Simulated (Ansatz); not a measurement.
C2H6InS (`[CH2][In]([CH3])[SH]`) radical. The species carries charge 0 and has multiplicity 2. In: def2 effective core potential. All single points use the PBE0-D4/def2-TZVP geometry. It is one conformer, not always the lowest.

```xyz
10

C    -0.187    2.064    0.200
In   -0.146   -0.011   -0.186
C     0.905   -1.583    0.815
S    -1.499   -0.702   -2.049
H    -0.773    2.757   -0.397
H     0.371    2.535    1.005
H     1.596   -2.058    0.117
H     0.194   -2.337    1.155
H     1.464   -1.204    1.670
H    -1.924    0.541   -2.328
```

Task: What is the dipole moment at PBE/def2-TZVPP? (An estimate is asked.)

Result: The calculation gave: 2.15 D, with components (1.05, 1.05, 1.55) D in this frame, pointing from negative to positive charge.

Task: And with r2SCAN, B3LYP, ωB97M-V? (Best estimate.)

Result: Ansatz gave: r2SCAN 2.31 D, B3LYP 2.27 D, ωB97M-V 2.36 D.

Task: Give the Mulliken charges with PBE, ωB97M-V, r2SCAN in def2-TZVPP. (Estimate.)

Result: The calculation gave: 
```csv
atom,PBE,ωB97M-V,r2SCAN
C1,-0.45,-0.54,-0.44
In2,0.71,0.72,0.74
C3,-0.54,-0.59,-0.45
S4,-0.40,-0.39,-0.42
H5,0.11,0.14,0.10
H6,0.11,0.14,0.10
H7,0.12,0.13,0.09
H8,0.12,0.13,0.09
H9,0.12,0.13,0.09
H10,0.11,0.12,0.11
```

B3LYP here is the variant with VWN-RPA as its local correlation; programs differ in this.
